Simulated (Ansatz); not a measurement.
C$_{2}$H$_{6}$Se$_{2}$, charge +1, doublet, geometry from GFN2-xTB (a state made from the parent by changing its charge; the spin is typed, not shown lowest); R2SCAN/3-21G in Ansatz (a program for electronic structure).

Here is a job for Ansatz.
Ansatz 0.2 input:
```yaml
crystal:
  periodic: [false, false, false]
  atoms:
    - {symbol: C, position_ang: [2.37756054, -0.21641952, -0.30834299]}
    - {symbol: Se, position_ang: [0.82015415, 0.55889952, 0.56367525]}
    - {symbol: Se, position_ang: [-0.82015415, -0.55889952, -0.56367525]}
    - {symbol: C, position_ang: [-2.37756054, 0.21641952, 0.30834299]}
    - {symbol: H, position_ang: [3.25672753, 0.23884258, 0.14375428]}
    - {symbol: H, position_ang: [2.35814649, 0.00575373, -1.37307200]}
    - {symbol: H, position_ang: [2.39915285, -1.29187213, -0.14610500]}
    - {symbol: H, position_ang: [-3.25672753, -0.23884258, -0.14375428]}
    - {symbol: H, position_ang: [-2.39915285, 1.29187213, 0.14610500]}
    - {symbol: H, position_ang: [-2.35814649, -0.00575373, 1.37307200]}
basis:
  gaussian:
    orbitals: 3-21G.json
    final_grid: {core_spheres: 6, valence_spheres: 12, degree: 29}
hamiltonian:
  xc: r2scan
total_charge: 1
magnetization: {spin_polarized: true, initial_magnetization: 1}
```
The basis file holds 3-21G in the JSON format of the Basis Set Exchange.

It wrote (shortened):

```
Functional definition: r2SCAN
1002 factors; their error is unknown
mean field evaluation 1: about -132217.5680 eV, gradient 4.4e1 eV
mean field evaluation 2: about -132207.8794 eV, gradient 5.5e1 eV
mean field evaluation 4: about -132226.4539 eV, gradient 1.4e0 eV
mean field evaluation 8: about -132226.3344 eV, gradient 1.6e-1 eV
mean field evaluation 16: about -132226.3345 eV, gradient 4.2e-5 eV
mean field -132226.33453818 eV, -4859.2281680496 hartree, gradient 2.8e-5 eV, S^2 0.751366; 0 other end points of the search recorded, 0 dependent functions left out
reference -132226.33454582 eV, -4859.2281683304 hartree; 43, 42 occupied and 33, 34 virtual orbitals, 1002 factors
Total energy: -132226.33454582 eV, -4859.2281683304 hartree
```
